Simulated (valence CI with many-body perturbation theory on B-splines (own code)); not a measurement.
E1 transitions of Tc¹⁰⁺

Level of theory: configuration interaction combined with many-body perturbation theory (CI+MBPT): five valence electrons over a frozen Dirac-Fock core [Ar] 3d10, a basis of 9 s, 9 p, 8 d, 6 f, 3 g, 1 h functions for each j, with the one-electron correlation potential Σ1 (screened to all orders), the two-electron term Σ2, the three-electron term Σ3, Breit, model QED; selected single and double excitations, second order for the rest, scaled by the run's own slope (own B-spline code, finite nucleus).

No measured levels were compared; by estimate levels hold to about 250 cm⁻¹ or 0.2 % of their energy and the worst to 1 %, as in measured heavy ions of charge 2 to 7; those with d or f electrons hold less well. Among the levels kept, up to 650 cm⁻¹ of a level comes from second order outside the variational space, and about a tenth of that is noise between levels of different J, which matters for small intervals.

Lines 101 to 150 of 177 in falling wavelength, among levels below 75.523 eV, chosen from the strongest by gf and those to the six lowest levels. Wavelengths and rates use the calculated energies, so an error of 700 cm⁻¹ moves a line at 26.75 nm by 0.19 % and its rate by three times that or more. Electric multipoles are in the length gauge, E1 and E2 with the static RPA response of the core. Weak lines are less certain than strong ones. Lines between different terms over intervals too small for the method are left out, as are lines whose strength nearly cancels.

Names give the largest LS component (configuration and term), which can be under half, so a name can repeat, a term be missing and a line seem to break the LS rules; names also repeat where a configuration has a term twice. Letters in brackets count levels of one name in rising energy.

| λ vac (nm) | Upper | Lower | A (s⁻¹) | S (a.u.) |
| --- | --- | --- | --- | --- |
| 26.75 | 4s2 4p2 4d 2P_3/2 [a] | 4s2 4p3 2P°_1/2 | 1.49e+09 | 5.65e-02 |
| 26.64 | 4s2 4p2 4d 2P_1/2 [a] | 4s2 4p3 2P°_3/2 | 1.13e+10 | 2.12e-01 |
| 26.55 | 4s2 4p2 4d 4D_1/2 | 4s2 4p3 2D°_3/2 | 2.99e+09 | 5.52e-02 |
| 26.52 | 4s2 4p2 4d 4P_3/2 | 4s2 4p3 2P°_3/2 | 6.01e+08 | 2.21e-02 |
| 26.48 | 4s2 4p2 4d 4D_5/2 | 4s2 4p3 2D°_5/2 | 1.38e+09 | 7.61e-02 |
| 26.44 | 4s2 4p2 4d 4D_3/2 | 4s2 4p3 2D°_3/2 | 1.15e+07 | 4.18e-04 |
| 26.20 | 4s2 4p2 4d 4F_3/2 | 4s2 4p3 4S°_3/2 | 1.03e+09 | 3.67e-02 |
| 26.00 | 4s2 4p2 4d 4P_1/2 | 4s2 4p3 2P°_3/2 | 5.35e+09 | 9.29e-02 |
| 25.93 | 4s2 4p2 4d 2D_3/2 [a] | 4s2 4p3 2P°_3/2 | 4.17e+06 | 1.44e-04 |
| 25.79 | 4s2 4p2 4d 4D_5/2 | 4s2 4p3 2D°_3/2 | 6.84e+08 | 3.47e-02 |
| 25.69 | 4s2 4p2 4d 4F_5/2 | 4s2 4p3 4S°_3/2 | 1.73e+09 | 8.66e-02 |
| 25.36 | 4s2 4p2 4d 2P_1/2 [a] | 4s2 4p3 2P°_1/2 | 8.98e+09 | 1.45e-01 |
| 25.33 | 4s2 4p2 4d 4D_7/2 | 4s2 4p3 2D°_5/2 | 8.68e+08 | 5.57e-02 |
| 25.33 | 4s2 4p2 4d 2P_3/2 [a] | 4s2 4p3 2D°_5/2 | 3.43e+10 | 1.10e+00 |
| 25.25 | 4s2 4p2 4d 4P_3/2 | 4s2 4p3 2P°_1/2 | 1.69e+08 | 5.38e-03 |
| 25.08 | 4s2 4p2 4d 2D_5/2 [a] | 4s2 4p3 2P°_3/2 | 4.63e+09 | 2.16e-01 |
| 24.95 | 4s2 4p2 4d 2F_5/2 [a] | 4s2 4p3 4S°_3/2 | 8.33e+08 | 3.83e-02 |
| 24.78 | 4s2 4p2 4d 4P_1/2 | 4s2 4p3 2P°_1/2 | 5.73e+09 | 8.61e-02 |
| 24.72 | 4s2 4p2 4d 2D_3/2 [a] | 4s2 4p3 2P°_1/2 | 2.88e+09 | 8.59e-02 |
| 24.69 | 4s2 4p2 4d 2P_3/2 [a] | 4s2 4p3 2D°_3/2 | 2.77e+10 | 8.23e-01 |
| 24.63 | 4s2 4p2 4d 4D_1/2 | 4s2 4p3 4S°_3/2 | 1.56e+08 | 2.31e-03 |
| 24.62 | 4s2 4p2 4d 2D_3/2 [b] | 4s2 4p3 2P°_3/2 | 8.39e+08 | 2.47e-02 |
| 24.61 | 4s2 4p2 4d 2G_7/2 | 4s2 4p3 2D°_5/2 | 2.67e+09 | 1.57e-01 |
| 24.53 | 4s2 4p2 4d 4D_3/2 | 4s2 4p3 4S°_3/2 | 2.84e+09 | 8.28e-02 |
| 24.28 | 4s2 4p2 4d 2P_1/2 [b] | 4s2 4p3 2P°_3/2 | 6.88e+08 | 9.72e-03 |
| 24.27 | 4s2 4p2 4d 2D_5/2 [b] | 4s2 4p3 2P°_3/2 | 3.89e+08 | 1.65e-02 |
| 24.21 | 4s2 4p2 4d 4P_5/2 | 4s2 4p3 2D°_5/2 | 7.83e+09 | 3.29e-01 |
| 23.98 | 4s2 4p2 4d 4P_3/2 | 4s2 4p3 2D°_5/2 | 7.04e+09 | 1.91e-01 |
| 23.97 | 4s2 4p2 4d 4D_5/2 | 4s2 4p3 4S°_3/2 | 3.15e+09 | 1.28e-01 |
| 23.92 | 4s2 4p2 4d 2F_5/2 [b] | 4s2 4p3 2P°_3/2 | 2.71e+09 | 1.10e-01 |
| 23.63 | 4s2 4p2 4d 4P_5/2 | 4s2 4p3 2D°_3/2 | 7.27e+09 | 2.84e-01 |
| 23.52 | 4s2 4p2 4d 2D_3/2 [b] | 4s2 4p3 2P°_1/2 | 1.05e+10 | 2.71e-01 |
| 23.50 | 4s2 4p2 4d 2P_1/2 [a] | 4s2 4p3 2D°_3/2 | 1.60e+10 | 2.05e-01 |
| 23.50 | 4s2 4p2 4d 2D_3/2 [a] | 4s2 4p3 2D°_5/2 | 3.82e+09 | 9.78e-02 |
| 23.41 | 4s2 4p2 4d 4P_3/2 | 4s2 4p3 2D°_3/2 | 5.37e+07 | 1.36e-03 |
| 23.34 | 4s2 4p2 4d 2S_1/2 | 4s2 4p3 2P°_3/2 | 8.09e+10 | 1.02e+00 |
| 23.28 | 4s2 4p2 4d 2P_3/2 [b] | 4s2 4p3 2P°_3/2 | 6.10e+10 | 1.52e+00 |
| 23.21 | 4s2 4p2 4d 2P_1/2 [b] | 4s2 4p3 2P°_1/2 | 8.57e+10 | 1.06e+00 |
| 23.02 | 4s2 4p2 4d 2P_3/2 [a] | 4s2 4p3 4S°_3/2 | 4.58e+09 | 1.10e-01 |
| 23.00 | 4s2 4p2 4d 4P_1/2 | 4s2 4p3 2D°_3/2 | 3.09e+10 | 3.72e-01 |
| 22.95 | 4s2 4p2 4d 2D_3/2 [a] | 4s2 4p3 2D°_3/2 | 4.89e+09 | 1.17e-01 |
| 22.79 | 4s2 4p2 4d 2D_5/2 [a] | 4s2 4p3 2D°_5/2 | 7.53e+10 | 2.64e+00 |
| 22.42 | 4s2 4p2 4d 2D_3/2 [b] | 4s2 4p3 2D°_5/2 | 1.90e+10 | 4.23e-01 |
| 22.35 | 4s2 4p2 4d 2S_1/2 | 4s2 4p3 2P°_1/2 | 1.43e+09 | 1.58e-02 |
| 22.29 | 4s2 4p2 4d 2P_3/2 [b] | 4s2 4p3 2P°_1/2 | 4.15e+10 | 9.07e-01 |
| 22.28 | 4s2 4p2 4d 2D_5/2 [a] | 4s2 4p3 2D°_3/2 | 1.04e+10 | 3.40e-01 |
| 22.18 | 4s2 4p2 4d 2D_3/2 [c] | 4s2 4p3 2P°_3/2 | 4.60e+10 | 9.91e-01 |
| 22.12 | 4s2 4p2 4d 2D_5/2 [b] | 4s2 4p3 2D°_5/2 | 4.30e+09 | 1.38e-01 |
| 22.09 | 4s2 4p2 4d 4P_5/2 | 4s2 4p3 4S°_3/2 | 1.17e+11 | 3.74e+00 |
| 22.06 | 4s2 4p2 4d 2D_5/2 [c] | 4s2 4p3 2P°_3/2 | 1.50e+11 | 4.78e+00 |
